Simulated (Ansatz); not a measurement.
SbCl3⁻. Charge -1, multiplicity 2. Geometry PBE0-D4/def2-SVP, that of the neutral singlet; atoms count from 1.

```xyz
4

Sb    0.2855   -0.5705   -0.5950
Cl   -1.1509    1.1832   -1.2602
Cl    1.8453    0.7307    0.6112
Cl   -0.9799   -1.3434    1.2440
```

In the def2 sets Sb takes a core potential; there is no spin–orbit coupling. The highest occupied level of the charge -1 doublet lies above zero (up to 1.14 eV). By energy differences its removal costs 0.52 eV (vertical, to the charge 0 singlet, at PBE0-D4/def2-TZVPD); a positive level beside a positive removal energy at the same level points to self-interaction error.

(1) Estimate the Mulliken populations from the PBE0/def2-TZVPD orbitals of Ansatz.

(2) Where does the spin sit?

(3) And the Mayer bond orders between bonded heavy atoms (over 0.3)?

Results:

(1) 
```tsv
atom	charge (e)	spin (α − β)
Sb1	0.46	0.81
Cl2	-0.50	0.08
Cl3	-0.46	0.02
Cl4	-0.50	0.08
```
Mulliken values and Mayer orders depend strongly on the basis. With diffuse functions, as here, like atoms can get unlike values, and bond orders can come out too low or too high.

(2) Summed by element: Sb 0.81, Cl 0.19, of 1 unpaired in all. Largest on single atoms: Sb1 0.81, Cl2 0.08, Cl4 0.08.

(3) Sb1–Cl2 0.82 (2.36 Å); Sb1–Cl3 0.88 (2.36 Å); Sb1–Cl4 0.82 (2.36 Å).
